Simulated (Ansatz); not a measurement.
Which is lower?

The two ends of one reaction step of GeH4O, closed shell (PBE0-D4/def2-TZVP).

A:

Ge1  (-0.069, 0.054, 1.068)
H2  (0.109, 1.438, -1.160)
O3  (-0.079, -1.500, 0.171)
H4  (0.812, 1.526, -0.903)
H5  (-1.489, 0.492, 0.475)
H6  (0.716, -2.010, 0.349)
(Å)

B:

Ge1  (-0.156, 0.680, 1.143)
H2  (-0.006, -0.698, -1.130)
O3  (0.142, -1.039, -0.242)
H4  (0.538, 1.567, 0.000)
H5  (-1.577, 0.820, 0.433)
H6  (1.059, -1.330, -0.205)
(Å)

Ansatz 0.2.0; basis: def2-TZVPP; cores frozen in the correlated methods. Filled d shells of the heavier atoms are correlated. The def2 sets are not built for correlating such inner shells, so the correlated values are less sure here. B3LYP uses VWN-RPA correlation.

(1) Which structure is lower at CCSD(T), and by how much? (An estimate is asked for; the value comes from the calculation.)

(2) Do the other methods give the same order? (A judgement: the text doesn't fix the answer.)

T1 diagnostic: at most 0.015.

Results:

(1) The calculation gives: A, by 2.34 kcal/mol (electronic energy, against the other). By their contacts, A is a complex of GeH₂O ([OH][GeH]) + H₂ and B is GeH₄O ([OH2][GeH2]).

(2) By the calculation: Not all: SPW92 gives the other order.

| method | E(B) − E(A) (kcal/mol) |
| --- | --- |
| SPW92 | -1.12 |
| PBE-D4 | 3.19 |
| BLYP-D4 | 6.09 |
| r2SCAN-D4 | 2.29 |
| B97M-V | 1.18 |
| PBE0-D4 | 0.68 |
| B3LYP-D4 | 3.64 |
| r2SCAN0-D4 | 0.39 |
| BHLYP-D4 | 1.27 |
| CAM-B3LYP-D4 | 2.37 |
| wB97X-V | 2.22 |
| wB97M-V | 1.84 |
| B2PLYP | 3.73 |
| PBE-QIDH | 0.66 |
| RPA on PBE | 3.31 |
| HF | 0.25 |
| MP2 | 3.55 |
| CCSD | 1.50 |
| CCSD(T) | 2.34 |

Labels in which every atom is bracketed show which atoms are joined, not bond orders.

For scale, one of the runs: CCSD(T)/def2-TZVPP, 135 basis functions, launched by `ansatz run in.yaml --threads 2 --pin off --events-out ev --progress --plain --max-ram 4352MiB`. Time: 14 s of wall clock on 2 CPU threads of an Arm Neoverse V2; the host was shared. Peak host memory: 0.72 GiB.
